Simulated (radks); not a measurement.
Excited configurations of Mo I: one electron is placed in a higher orbital outside [Kr] 4d5. The ground configuration is [Kr] 4d5 5s1. Calculated with a radial shooting solver on a logarithmic mesh with Libxc functionals: Dirac Kohn-Sham, PBEsol, spin-unpolarised, spherical densities, finite nucleus; open shells fill j = l - 1/2 first; Fermi nuclear charge, rms radius 4.4091 fm. Excitation = E - E(ground); binding = E(ion) - E, where the ion is the core of charge +1; n* = 1/sqrt(2 binding) in atomic units, and the quantum defect is n - n*.

| outer orbital | excitation (eV) | binding (eV) | eigenvalue (eV) | <r> (bohr) |
|---|---|---|---|---|
| 4f5/2 | 5.979 | 0.903 | -0.428 | 17.44 |
| 5d3/2 | 5.362 | 1.520 | -0.714 | 10.85 |
| 6p1/2 | 5.199 | 1.683 | -0.962 | 11.95 |
| 7p1/2 | 5.902 | 0.979 | -0.605 | 21.52 |
| 7d3/2 | 6.245 | 0.637 | -0.393 | 32.49 |

The Delta-SCF ionisation energy is 6.882 eV (NIST Atomic Spectra Database: 7.092 eV, measured). Self-interaction in the functional shifts the binding energies and quantum defects, so they are the method's values and not measured ones. Spin polarisation and multiplet splitting are left out, so open shells lie too high by an amount that depends on their filling.

Beside tabulated values, note that spin-unpolarised runs miss the spin-polarisation part of the exchange energy of open shells.
